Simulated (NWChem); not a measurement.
System: NbN$_{2}$H$_{5}$SO; SMILES [NH2][Nb]([NH2])([OH])=[S]

```xyz
10

Nb     0.0006     0.1897     0.0108
S     -0.0042    -1.9793     0.1113
O     -0.0440     1.0878     1.6981
H     -0.0867     0.7455     2.6080
N     -1.6050     0.7626    -0.9950
H     -2.2685     0.1510    -1.4808
H     -1.8655     1.7445    -1.1446
N      1.6555     0.7602    -0.9141
H      2.3508     0.1463    -1.3500
H      1.9088     1.7413    -1.0792
```
Atoms are numbered in this order, from 1.

Program: NWChem. Geometry: optimised at PBE-D3(BJ)/def2-SVP. No frequency run checked for a minimum. def2 effective core potentials on Nb; no spin-orbit coupling. Level BLYP/def2-SVP: single points from the atomic guess with DIIS by default; each run changes one setting, and all converged runs end within 0.3 mHa of each other. cgmin counts macro-iterations, each dearer than a DIIS step. NWChem's automatic level shift, which a small gap switches on, acted in some of these runs.

Which setting needs the most SCF iterations, or fails (no level shifting; DIIS on 3 Fock matrices; DIIS on 20 Fock matrices; quadratically convergent solver (cgmin); defaults)?

DIIS on 3 Fock matrices, with 87 against 13 for the defaults.
```tsv
setting	SCF iterations
defaults	13
DIIS on 20 Fock matrices	11
quadratically convergent solver (cgmin)	5
DIIS on 3 Fock matrices	87
no level shifting	13
```
